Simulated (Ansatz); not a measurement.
Reactions of C3H7FSn (`FC1[CH2][SnH2][CH2]1`).

Program: Ansatz. Geometries: PBE0-D4/def2-TZVP. ΔE: electronic, gas phase. CBS: MP2 limit from def2 TZ/QZ plus the TZ coupled-cluster correction, frozen cores. This one scheme is used for every species, atoms too. Open shells (•) are unrestricted, without spin–orbit coupling. Spin–orbit coupling would lower the free atoms: a little for C, F; strongly for Sn. def2 core potentials past Kr. Bonds to Sn are less sure, by a few kJ/mol each and by 10 to 20 or more in all where they break to atoms, as the def2 sets lack core-valence functions. Each species was taken in one conformer, which may not be the lowest.

Question: Order these by ΔE at CCSD(T)/CBS, lowest first. (Best estimate.)
A. `FC1[CH2][SnH2][CH2]1` → `[F][SnH]1[CH2]C[CH2]1`
B. `FC1[CH2][SnH2][CH2]1` → `[CH3][SnH2]/[CH]=C\F`
C. `FC1[CH2][SnH2][CH2]1` → 3 C• + F• + 7 H• + Sn•
D. `FC1[CH2][SnH2][CH2]1` → `C[CH](C)[Sn][F]`
E. `FC1[CH2][SnH2][CH2]1` → `C=[C](F)[SnH2][CH3]`
F. `FC1[CH2][SnH2][CH2]1` → `C=C[CH2][SnH2][F]`

Answer: D (-50.9 kcal/mol), A (-29.5 kcal/mol), F (-25.1 kcal/mol), B (+1.0 kcal/mol), E (+4.2 kcal/mol), C (+1023.8 kcal/mol).

Largest T1 diagnostic: 0.014, for `C[CH](C)[Sn][F]`.
